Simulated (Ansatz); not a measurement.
All values below come from frozen-core CCSD(T)/cc-pVTZ // B3LYP-D3(BJ)/def2-TZVP run with Ansatz (a quantum-chemistry and plane-wave program).

Ansatz 0.2 input:
```yaml
crystal:
  periodic: [false, false, false]
  atoms:
    - { symbol: B, position_ang: [-0.932025, 1.123204, 0.224466] }
    - { symbol: N, position_ang: [-0.153916, -0.018764, -0.112227] }
    - { symbol: B, position_ang: [-0.771176, -1.243223, -0.480803] }
    - { symbol: C, position_ang: [1.31631, 0.089579, -0.073353] }
    - { symbol: H, position_ang: [-2.117048, 1.045687, 0.201802] }
    - { symbol: H, position_ang: [-0.377299, 2.137195, 0.52227] }
    - { symbol: H, position_ang: [-1.957367, -1.308539, -0.500483] }
    - { symbol: H, position_ang: [-0.089557, -2.180857, -0.764056] }
    - { symbol: H, position_ang: [1.76794, -0.836981, -0.420988] }
    - { symbol: H, position_ang: [1.65594, 0.907122, -0.709116] }
    - { symbol: H, position_ang: [1.658195, 0.285577, 0.943423] }
basis:
  gaussian: { orbitals: cc-pVTZ }
correlation:
  method: ccsd_t
```

Output:

```
Functional definition: HF
1236 factors; integrals over basis functions are off by at most 1.1e-3 eV
mean field evaluation 1: about -3966.2711 eV, gradient 3.1e1 eV
mean field evaluation 2: about -3966.2718 eV, gradient 3.1e1 eV
mean field evaluation 4: about -3968.8670 eV, gradient 4.6e0 eV
mean field evaluation 8: about -3968.9216 eV, gradient 1.4e-1 eV
mean field evaluation 16: about -3968.9209 eV, gradient 5.0e-1 eV
mean field -3968.92162406 eV, -145.8551794525 hartree, gradient 1.4e-6 eV, S^2 0.000000; 0 other end points of the search recorded, 0 dependent functions left out
4 core orbitals not correlated
reference -3968.92162406 eV, -145.8551794525 hartree; 11, 11 occupied and 203, 203 virtual orbitals, 1236 factors
second order -16.12450263 eV of doubles, -0.00000000 eV of singles
cycle   1  -16.78782659 eV  change   -6.6e-1 eV  update   8.5e-2
cycle   2  -17.24198997 eV  change   -4.5e-1 eV  update   2.5e-2
cycle   3  -17.31607276 eV  change   -7.4e-2 eV  update   1.2e-2
cycle   4  -17.30742565 eV  change    8.6e-3 eV  update   3.1e-3
cycle   5  -17.30809431 eV  change   -6.7e-4 eV  update   1.4e-3
cycle   6  -17.30790218 eV  change    1.9e-4 eV  update   3.9e-4
cycle   7  -17.30780205 eV  change    1.0e-4 eV  update   9.8e-5
cycle   8  -17.30781104 eV  change   -9.0e-6 eV  update   3.1e-5
cycle   9  -17.30780693 eV  change    4.1e-6 eV  update   8.8e-6
perturbative correction -0.65766912 eV, -0.0241688945 hartree
Total energy: -3986.88710011 eV, -146.5153985200 hartree
```

Cost: around 2.3 core-minutes (rough).
